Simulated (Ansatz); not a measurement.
Z-matrix (Å, degrees):
```
Si
S 1 2.157
N 1 1.706 2 116.7
H 1 1.485 2 102.9 3 -119.7
H 1 1.480 2 107.7 3 120.5
S 2 2.065 1 96.9 3 -62.4
H 3 1.007 1 121.0 2 -66.6
H 3 1.007 1 119.6 2 79.9
H 6 1.346 2 98.1 1 89.8
```

The species carries charge 0 and has multiplicity 1.

Task: List the r2SCAN/def2-TZVPP orbital energies in eV (Ansatz). (Estimate.)

Result: The calculation gave: Occupied: -2409.92, -2409.44, -1791.61, -385.13, -214.27, -213.82, -158.39, -158.28, -158.10, -157.95, -157.78, -157.69, -141.97, -96.86, -96.82, -96.81, -22.55, -20.72, -16.98, -13.64, -12.90, -11.22, -10.42, -9.38, -9.18, -8.63, -7.00, -6.38, -6.10. Lowest empty: -1.78, -0.28, 0.37, 0.58, 1.57, 1.65, 2.21, 2.61.
